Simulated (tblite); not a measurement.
Compound: C5H9BCl2.
Numbering: `[CH2:1]=[CH:2][BH:3][C@H:4]([CH3:5])[CH:6]([Cl:7])[Cl:8]` (hydrogens: H9, H10 on C1; H11 on C2; H12 on B3; H13 on C4; H14, H15, H16 on C5; H17 on C6)

Computed with GFN2-xTB (tblite), gas phase: L-BFGS steps from a force-field or distance-geometry start until the largest atomic force falls under 0.01 eV/Å.

At the end of the run (lengths in Å): C6–H17 1.091, C6–Cl7 1.799, C5–H15 1.086, C5–H16 1.089, C4–C6 1.515, B3–C4 1.619, C2–B3 1.553, B3–C4–C5 117.3°, B3–C4–C6 99.6°, C4–C6–Cl7 104.1°, C5–C4–C6 111.4°, C1–C2–B3–C4 168°, C2–B3–C4–C5 -119°, B3–C4–C6–Cl7 -28°, H11–C2–B3–C4 -12°, H12–B3–C2–C1 2°.

Problem. These geometries were met on the way; a selection of coordinates is given. Order them by energy above the end point, lowest first.
A. C6–H17 1.091, C6–Cl7 1.801, C5–H15 1.087, C5–H16 1.089, C4–C6 1.513, B3–C4 1.629, C2–B3 1.563, B3–C4–C5 118.9°, B3–C4–C6 97.9°, C4–C6–Cl7 101.3°, C5–C4–C6 112.7°, C1–C2–B3–C4 -145°, C2–B3–C4–C5 -108°, B3–C4–C6–Cl7 -26°, H11–C2–B3–C4 36°, H12–B3–C2–C1 62°
B. C6–H17 1.131, C6–Cl7 1.762, C5–H15 1.121, C5–H16 1.118, C4–C6 1.543, B3–C4 1.597, C2–B3 1.551, B3–C4–C5 105.5°, B3–C4–C6 105.7°, C4–C6–Cl7 108.8°, C5–C4–C6 105.4°, C1–C2–B3–C4 -97°, C2–B3–C4–C5 -122°, B3–C4–C6–Cl7 -60°, H11–C2–B3–C4 85°, H12–B3–C2–C1 94°
C. C6–H17 1.093, C6–Cl7 1.789, C5–H15 1.086, C5–H16 1.086, C4–C6 1.524, B3–C4 1.606, C2–B3 1.550, B3–C4–C5 108.4°, B3–C4–C6 108.0°, C4–C6–Cl7 111.2°, C5–C4–C6 109.0°, C1–C2–B3–C4 -96°, C2–B3–C4–C5 -120°, B3–C4–C6–Cl7 -58°, H11–C2–B3–C4 85°, H12–B3–C2–C1 88°
D. C6–H17 1.085, C6–Cl7 1.782, C5–H15 1.077, C5–H16 1.084, C4–C6 1.504, B3–C4 1.595, C2–B3 1.529, B3–C4–C5 105.6°, B3–C4–C6 107.7°, C4–C6–Cl7 109.4°, C5–C4–C6 106.3°, C1–C2–B3–C4 -95°, C2–B3–C4–C5 -123°, B3–C4–C6–Cl7 -60°, H11–C2–B3–C4 87°, H12–B3–C2–C1 91°
E. C6–H17 1.092, C6–Cl7 1.786, C5–H15 1.087, C5–H16 1.088, C4–C6 1.517, B3–C4 1.609, C2–B3 1.550, B3–C4–C5 115.0°, B3–C4–C6 104.4°, C4–C6–Cl7 107.2°, C5–C4–C6 110.6°, C1–C2–B3–C4 -109°, C2–B3–C4–C5 -111°, B3–C4–C6–Cl7 -43°, H11–C2–B3–C4 67°, H12–B3–C2–C1 74°

Solution. A (0.057 eV), E (0.095 eV), C (0.155 eV), D (0.255 eV), B (0.452 eV).

```csv
step,E above end (eV),"rms distance from the end, all atoms (Å)",largest force (eV/Å),rms shift of all bonds from the end (Å)
79,0.057,0.492,0.072,0.004
46,0.095,0.694,0.096,0.005
11,0.155,0.771,0.196,0.007
3,0.255,0.777,0.399,0.012
0,0.452,0.782,1.685,0.022
```

Rows stand in the order of the answer.
